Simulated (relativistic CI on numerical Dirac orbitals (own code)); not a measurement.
**Ni+ in a cubic cluster: 2p photoemission with charge transfer**

Computed with a charge-transfer multiplet model of a cubic metal-ligand cluster with up to one ligand hole, Slater and spin-orbit integrals from Dirac-Coulomb-Breit ions, Slater integrals scaled by 0.7. The ground state mixes d9 with configurations of k ligand holes L, whose averages lie at kΔ + k(k − 1)U_dd/2; a core hole lowers each added d electron by U_cd. 20 K, Lorentzian 0.6 eV and Gaussian 0.8 eV FWHM.

Atomic integrals in eV (Slater integrals scaled, ζ unscaled), ground: F2dd 8.519, F4dd 5.287, zeta_d 0.072; with the core hole: F2dd 8.519, F4dd 5.287, zeta_d 0.103, zeta_core 11.413, F2cd 5.424, G1cd 4.090, G3cd 2.325.

Cluster parameters (eV): Δ = 4, U_dd = 7.8, 10Dq = 0.95, 10Dq(ligand) = 1, V(eg) = 1.25, V(t2g) = -0.54, final-state hopping factor = 1.

Weights, n_d and S are thermal averages at 20 K. Binding energies count from the first peak over 30 % of the highest in each spectrum, which can be another peak from case to case. The parameters are a model scan and need not match a compound or its usual spin state. Peaks in eV (height, largest 100): 0.0 (62), 4.4 (100), 6.2 (52), 17.2 (30), 22.6 (52).

Question: Which parameters give this spectrum?
A. U_cd = 8.3 eV
B. U_cd = 7.7 eV
C. U_cd = 8.9 eV
D. U_cd = 9.5 eV
E. U_cd = 10.1 eV

Answer: A. U_cd = 8.3 eV; the ground state then has 9.08 d electrons and S = 0.50. The choice follows from running the model for each set and comparing peak positions and heights.
